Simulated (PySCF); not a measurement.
hexachlorodisilane (Cl6Si2), SMILES [Si](Cl)(Cl)([Si](Cl)(Cl)Cl)Cl.

Coordinates come from a PBE0-D3(BJ)/def2-SVP optimisation. Other conformers were not sampled.

All values below come from PySCF with B3LYP/def2-TZVP.

Symmetry labels are those of the subgroup C2h that the program uses (full group D3d).

Computed valence orbital energies around the gap with their symmetry:
```tsv
orbital	symmetry	energy (eV)
HOMO−7	Au	-10.10
HOMO−6	Au	-9.83
HOMO−5	Bu	-9.83
HOMO−4	Bg	-9.45
HOMO−3	Ag	-9.45
HOMO−2	Au	-9.30
HOMO−1	Bg	-9.21
HOMO	Ag	-8.58
LUMO	Bu	-1.26
LUMO+1	Au	-1.26
LUMO+2	Bu	-1.20
LUMO+3	Ag	-0.38
```
